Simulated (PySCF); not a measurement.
## Correlation energy of Se⁺ (selenium, charge +1)

[Ar] 3d10 4s2 4p3, high-spin 4S determinant. All numbers are calculated (PySCF 2.14, scalar relativity by spin-free X2C-1e, in x2c-SVPall (5s4p3d, 32 functions)). Frozen: [Ar] 3d10; 5 electrons correlated.

MP2 pair energies summed by pair of shells (mhartree):

```
 pair  energy  share (%)
4s-4p  -38.31       64.7
4p-4p  -13.93       23.5
4s-4s   -6.96       11.8
```

Total MP2 correlation energy: -59.20 mhartree.

Same-spin part -15.97 and opposite-spin part -43.23 mhartree; SCS-MP2 scales them by 1/3 and 6/5 to -57.20 mhartree.

```json
{"level": "CCSD", "correlation energy (mhartree)": "-74.13"}
{"level": "(T)", "correlation energy (mhartree)": "-0.85"}
{"level": "CCSD(T)", "correlation energy (mhartree)": "-74.98"}
```

Diagnostics: T1 = 0.0013, D1 = 0.0039, largest double amplitude 0.058.

Cost of the coupled-cluster step: 0.13 s of wall time on 1 thread of Neoverse-V1 (shared host), for 5 correlated electrons.
